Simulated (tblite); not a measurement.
C7H16Si2.
Cartesian coordinates in Å at the GFN2-xTB level; atoms count from 1:
```xyz
25
C7H16Si2 angstrom
C      4.213    1.364    0.271
C      3.014    1.063   -0.203
Si     1.852   -0.213    0.554
C      1.069   -1.293   -0.827
C     -0.270   -0.682   -1.241
C     -1.187   -0.419   -0.040
C     -2.501    0.213   -0.495
C     -3.494    0.381    0.646
Si    -0.198    0.619    1.242
H      4.616    0.861    1.135
H      4.849    2.115   -0.174
H      2.659    1.604   -1.073
H      2.643   -1.056    1.465
H      1.709   -1.397   -1.704
H      0.897   -2.302   -0.447
H     -0.776   -1.348   -1.949
H     -0.091    0.262   -1.765
H     -1.425   -1.390    0.412
H     -2.954   -0.412   -1.272
H     -2.296    1.189   -0.943
H     -4.430    0.800    0.283
H     -3.706   -0.581    1.110
H     -3.090    1.045    1.407
H     -0.664    0.330    2.605
H     -0.452    2.049    1.012
```

Level: GFN2-xTB in tblite, geometry and Hessian alike; calculated harmonic values, unscaled, isolated species. Errors from tens to a few hundred cm⁻¹ against measured bands are possible. Modes of hydrogen on silicon can be 10 to 20 % off. One conformer, not necessarily the lowest.

Harmonic wavenumbers (cm⁻¹): 37.1, 45.9, 86.8, 121.2, 126.4, 184.2, 205.8, 233.0, 244.3, 312.5, 342.1, 400.1, 427.1, 439.9, 473.5, 490.0, 542.6, 567.6, 617.2, 644.8, 658.7, 675.7, 732.4, 774.3, 801.3, 833.1, 911.3, 942.2, 963.7, 993.4, 1004.4, 1025.2, 1048.0, 1077.9, 1095.4, 1125.3, 1133.3, 1185.6, 1241.0, 1273.0, 1276.6, 1285.8, 1310.0, 1345.0, 1353.1, 1414.9, 1420.0, 1487.7, 1502.2, 1502.9, 1507.3, 1514.9, 1661.7, 2151.4, 2179.2, 2198.0, 2901.0, 2920.1, 2933.6, 2947.3, 2964.5, 2968.8, 2988.1, 3016.7, 3025.9, 3028.3, 3034.0, 3070.5, 3099.9.

A = 2416, B = 601.7, C = 540.5 MHz; mass 156.079 u (most abundant isotopes); point group C1, symmetry number 1.

Q: Zero-point energy?

A: Half the sum of the wavenumbers: 45023 cm⁻¹ = 538.60 kJ/mol.

Q: Entropy at 350 K, 1 bar (ideal gas, RRHO, classical rotation)?

A: Translation 175.17, rotation 129.16, vibration 195.72: S = 500.1 J/(mol K).

Q: And Cp and H(350 K) − H(0)?

A: Cp = 236.39 J/(mol K), of which vibrations give 203.13 (their classical limit is 69 R = 573.7); H(350 K) − H(0) = 47.33 kJ/mol without the zero-point energy, 35.69 from vibrations.

Q: How do the functions run with temperature in this model?

A: 
| T (K) | S (J/(mol K)) | Cp (J/(mol K)) | H − H(0) (kJ/mol) | G − H(0) (kJ/mol) | ln q(vib) |
| --- | --- | --- | --- | --- | --- |
| 150 | 355.2 | 121.0 | 11.51 | -41.76 | 4.27 |
| 250 | 430.6 | 179.2 | 26.52 | -81.12 | 7.77 |
| 298.15 | 464.5 | 207.2 | 35.82 | -102.68 | 9.46 |
| 400 | 533.4 | 262.8 | 59.82 | -153.53 | 13.02 |
| 600 | 657.2 | 348.6 | 121.48 | -272.84 | 19.93 |
| 900 | 815.8 | 432.7 | 239.70 | -494.54 | 29.71 |

q(vib) and H(0) count from the zero-point level.

Q: What must be added to the electronic energy to get the Gibbs energy at 350 K and 1 bar?

A: ZPE + [H(350 K) − H(0)] − T·S = 538.60 + 47.33 − 175.02 = 410.91 kJ/mol.

Q: Which modes carry the vibrational entropy at 350 K?

A: 37.1 cm⁻¹: 23.96; 45.9 cm⁻¹: 22.19; 86.8 cm⁻¹: 16.93; 121.2 cm⁻¹: 14.19; 126.4 cm⁻¹: 13.85; 184.2 cm⁻¹: 10.82 J/(mol K); the other 63 give 93.77 together.

Q: Blend soft modes into free rotors: weight 1/[1 + (100 cm⁻¹/ν̃)⁴] for the oscillator and the rest for a rotor with moment μB/(μ + B), μ = h/(8π²ν), B = 10⁻⁴⁴ kg m². What vibrational entropy results?

A: 178.79 J/(mol K) in place of 195.72, which changes −T·S at 350 K by +5.92 kJ/mol.

Hindered rotation and anharmonicity are outside this model. Other conformers, if any are populated, would add a mixing term that is left out. The structure is chiral; the term R ln 2 for an equal mix with its mirror image is left out.

The run took 2.6 s on one thread, Arm Neoverse N1 (aarch64), shared host with 64 logical CPUs at a one-minute load of 56. The figure is for the frequency step alone.
